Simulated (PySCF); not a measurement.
B(H)(Cl)(OH) (BClH₂O), SMILES ClBO. Atoms are numbered in the order given.

```xyz
5

B      0.5752    -0.5722     0.0000
H      1.7509    -0.7128     0.0000
Cl    -0.0973     1.0715     0.0000
O     -0.2254    -1.6494     0.0000
H     -1.1695    -1.4479     0.0000
```

Coordinates come from a B3LYP-D3(BJ)/def2-TZVP optimisation. One conformer was computed; it need not be the lowest.

Method: PySCF with PBE0/pcJ-1.

Isotropic couplings with Fermi-contact, spin-dipole and both spin-orbit terms, one fixed conformer, no vibrational averaging. Isotopes: 11B, 1H.

Estimate the spin–spin coupling constants. (An estimate is asked for; the answer gives what the named calculation found.)


| pair | bonds apart | J (Hz) |
|---|---|---|
| B1–H2 | 1 | 193.9 |
| B1–H5 | 2 | -6.9 |
| H2–H5 | 3 | 13.3 |
